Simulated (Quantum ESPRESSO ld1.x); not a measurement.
Results of a calculation; reference values are marked as such.
Task: These are the eigenvalues of the occupied orbitals of an atom or ion with whole-number occupations (eV). Level of theory: Dirac Kohn-Sham, PBE, spin-unpolarised, spherical densities, point nucleus (ld1.x of Quantum ESPRESSO 7.5).

| orbital | eigenvalue |
|---|---|
| 1s1/2 | -21926.020 |
| 2s1/2 | -3151.686 |
| 2p1/2 | -2912.104 |
| 2p3/2 | -2781.180 |
| 3s1/2 | -554.960 |
| 3p1/2 | -462.030 |
| 3p3/2 | -439.817 |
| 3d3/2 | -275.383 |
| 3d5/2 | -271.056 |
| 4s1/2 | -76.254 |
| 4p1/2 | -48.643 |
| 4p3/2 | -45.266 |
| 4d3/2 | -5.352 |
| 4d5/2 | -5.032 |
| 5s1/2 | -4.230 |

Which element is it, and in what charge state? The configuration may be excited. Open shells, if any, fill j = l - 1/2 first.

Result: Z = 44, ruthenium, charge 0: Ru in [Kr] 4d7 5s1. The list shows which subshells hold electrons but not how many an open one holds; the 1s level, -805.77 hartree, gives Z - s = 40.1 by -(Z - s)^2/2, which with screening and relativity narrows Z to a few neighbours, and the depths of the outer levels then fix element, charge and occupations together.
